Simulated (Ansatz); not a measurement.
Cost and result for the atomization energy of BrClGaHO (`[OH][Ga]([Cl])[Br]`) (5 atoms, 4 bonds).

The species carries charge 0 and has multiplicity 1. Correlated methods include outer-core shells of Br, Ga, which these sets cover unevenly. Scalar relativity is left out up to krypton. The geometry is a stationary point of PBE0-D4/def2-TZVP. It is one conformer, not always the lowest. Program: Ansatz. All runs use 4 threads of a server CPU on a shared host. Times are those of one run each, without the atoms' runs, and a repeat can differ threefold. Electronic energies, without spin–orbit coupling; frozen cores. CCSD(T)/CBS adds CCSD(T) − MP2 in def2-TZVPP to the MP2 limit, and its time is that of the two runs behind it. T1 = 0.011. With those shells the extrapolation isn't a true limit. B3LYP takes the VWN-RPA correlation (the form of Gaussian; ORCA's B3LYP/G). HSE06 is the plane-wave form, built on full-range PBE exchange.

CCSD(T)/CBS is a level of theory with its own doubt, some kJ/mol a heavy atom from the limit and from the frozen cores, so smaller differences don't rank the functionals.

```
                            level  functions  wall time
  PBE-D4/def2-TZVPP (with forces)        183        1 s
              BHLYP-D4/def2-TZVPP        183      1.4 s
              HSE06-D4/def2-TZVPP        183      1.4 s
B3LYP-D4/def2-TZVPP (with forces)        183      1.9 s
              PBE-QIDH/def2-TZVPP        183        2 s
                B2PLYP/def2-TZVPP        183        2 s
                 CCSD(T)/def2-SVP        101      2.5 s
               ωB97X-V/def2-TZVPP        183      2.8 s
                B97M-V/def2-TZVPP        183      2.9 s
 ωB97M-V/def2-TZVPP (with forces)        183      3.8 s
                   MP2/def2-QZVPP        335        6 s
               CCSD(T)/def2-TZVPP        183       28 s
                CCSD(T)/CBS(def2)          –       34 s
```

Task: What atomization energy does each give, and how far from CCSD(T)/CBS? (An estimate is asked.)

Result: The calculation gave: 
| level | atomization (kcal/mol) | difference from CCSD(T)/CBS | per bond |
| --- | --- | --- | --- |
| PBE-D4/def2-TZVPP (with forces) | 369.6 | 0.9 | 0.2 |
| BHLYP-D4/def2-TZVPP | 342.5 | -26.2 | -6.6 |
| HSE06-D4/def2-TZVPP | 361.7 | -7.0 | -1.8 |
| B3LYP-D4/def2-TZVPP (with forces) | 353.9 | -14.8 | -3.7 |
| PBE-QIDH/def2-TZVPP | 365.3 | -3.4 | -0.9 |
| B2PLYP/def2-TZVPP | 356.9 | -11.8 | -3.0 |
| CCSD(T)/def2-SVP | 338.9 | -29.8 | -7.5 |
| ωB97X-V/def2-TZVPP | 365.1 | -3.6 | -0.9 |
| B97M-V/def2-TZVPP | 364.4 | -4.3 | -1.1 |
| ωB97M-V/def2-TZVPP (with forces) | 361.6 | -7.1 | -1.8 |
| MP2/def2-QZVPP | 382.4 | 13.7 | 3.4 |
| CCSD(T)/def2-TZVPP | 358.1 | -10.6 | -2.6 |
| CCSD(T)/CBS(def2) | 368.7 | 0.0 | 0.0 |

From r2SCAN to r2SCAN0 (25 % exact exchange), in def2-TZVPP and without D4, the atomization energy moves by −10.3 kcal/mol: exact exchange takes away binding that semilocal exchange gives to molecules. In def2-TZVPP, CCSD(T) changes the Hartree–Fock value by +104.7 kcal/mol (the triples alone add +8.7 kcal/mol) and MP2 by +122.8 kcal/mol; breaking electron pairs costs correlation energy, which Hartree–Fock lacks. Leaving LDA and LC-ωPBE aside and taking each functional with its dispersion term where it has one, the values spread over 27.1 kcal/mol, from BHLYP-D4 to PBE-D4. LDA lies +58.9 kcal/mol from PBE without D4, its usual overbinding.
